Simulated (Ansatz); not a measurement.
Total energies of C$_{4}$H$_{10}$Cl$_{2}$InN, SMILES `CC(C)(C)[NH][In]([Cl])[Cl]`.

```xyz
18

C    -0.1677    0.3622   -1.5144
C     0.1758    0.4124   -0.0256
C     1.4789   -0.3329    0.2283
C     0.3198    1.8660    0.4184
N    -0.8747   -0.1882    0.7992
In   -1.4144   -2.1149    0.7384
Cl   -0.1426   -3.8883   -0.0254
Cl   -3.4292   -2.7089    1.7145
H    -1.1227    0.8582   -1.7063
H     0.5986    0.8522   -2.1209
H    -0.2463   -0.6760   -1.8537
H     1.7403   -0.2931    1.2878
H     2.2945    0.1090   -0.3478
H     1.4017   -1.3831   -0.0695
H     1.1135    2.3648   -0.1424
H     0.5589    1.9178    1.4822
H    -0.6084    2.4191    0.2462
H    -1.6761    0.4237    0.8908
```

Charge 0, multiplicity 1. Correlated methods include outer-core shells of In, which these sets cover unevenly. In: def2 effective core potential. The geometry is a stationary point of PBE0-D4/def2-TZVP. It is one conformer, not always the lowest. Basis def2-TZVPP, the Gaussian-basis code of Ansatz.

RPA on PBE orbitals: Hartree–Fock energy of these orbitals -1320.08328 Eh, correlation -2.51975 Eh (frozen core).

| functional | energy without D4 (Eh) | D4 term (kJ/mol) |
| --- | --- | --- |
| LDA (SPW92) | -1318.73179 | – |
| PBE | -1323.29425 | -51.5 |
| revPBE | -1323.76603 | -145.1 |
| BLYP | -1323.78904 | -109.2 |
| r2SCAN | -1323.84787 | -13.8 |
| B97M-V | -1323.72996 | – |
| PBE0 | -1323.40188 | -44.4 |
| B3LYP | -1324.06288 | -82.0 |
| r2SCANh | -1323.82311 | -14.8 |
| r2SCAN0 | -1323.78814 | -16.3 |
| HSE06 (plane-wave form) | -1323.37244 | -41.8 |
| BHLYP | -1323.74713 | -65.6 |
| CAM-B3LYP | -1323.85056 | -45.7 |
| LC-ωPBE | -1323.61411 | – |
| ωB97X-V | -1323.75222 | – |
| ωB97M-V | -1323.76081 | – |
| B2PLYP | -1323.29573 | – |
| PBE-QIDH | -1323.01109 | – |

B3LYP takes the VWN-RPA correlation (the form of Gaussian; ORCA's B3LYP/G). HSE06 is the plane-wave form, built on full-range PBE exchange. The double hybrids freeze the cores in their second-order part.

LC-ωPBE has ω = 0.4 bohr⁻¹.
